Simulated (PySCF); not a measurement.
Molecule: `[O-]c1sccc1C1CC1`, [C7H7OS]-.

Cartesian coordinates in Å; atom numbers follow the order of the lines, from 1:
```xyz
16

O     0.3826    1.8286    2.2746
C     0.9181    1.2526    1.3291
S     2.5814    1.8001    0.7145
C     2.5881    0.5492   -0.4997
C     1.4621   -0.1993   -0.4568
C     0.5333    0.1792    0.5365
C    -0.7633   -0.4990    0.7877
C    -2.0528    0.0792    0.2638
C    -1.5048   -1.1885   -0.3173
H     3.4379    0.4586   -1.1501
H     1.2937   -1.0324   -1.1262
H    -0.8425   -0.9584    1.7723
H    -1.9949    0.9751   -0.3360
H    -2.9382    0.0256    0.8828
H    -2.0161   -2.1191   -0.1047
H    -1.0922   -1.1427   -1.3146
```

Total charge -1.

Frames of a GFN2-xTB Langevin trajectory at 200 K; GIAO PBE0/pcSseg-1 shieldings in PySCF, gas phase, non-relativistic; equivalent atoms averaged within each frame.

δ = σ(ref) − σ, references computed at the same level: H2O for ¹⁷O (σ = 336.08 ppm); TMS for ¹³C (σ = 186.93 ppm) and ¹H (σ = 31.72 ppm); ³³S (σ = 503.73 ppm) against CS2. The references are static minima.

**Question.** How do the shifts (ppm) fluctuate along the trajectory?

**Answer.** 
```csv
time (fs),O1,C2,C5,C4,C6,C7,C8/C9,S3,H11,H10
250,361.0,188.9,133.2,94.8,89.9,17.4,3.9,209,5.82,3.98
425,322.5,185.5,118.3,88.4,95.5,18.5,11.0,158,5.59,4.03
625,302.7,179.8,121.6,89.6,97.4,16.6,11.4,165,5.70,4.47
800,325.8,186.9,118.1,87.6,92.6,12.9,11.9,166,4.92,4.04
1000,352.2,196.3,118.5,86.5,98.1,12.6,9.1,179,5.50,4.57
mean of frames,332.8,187.5,121.9,89.4,94.7,15.6,9.5,175,5.51,4.22
standard deviation,23.6,6.0,6.5,3.3,3.5,2.7,3.3,20,0.35,0.28
```

5 frames give an uncertainty of the mean of about the standard deviation over 2.2 at best, since frames this close in time may not be independent; classical motion lacks zero-point vibration, and the reference would need the same averaging.
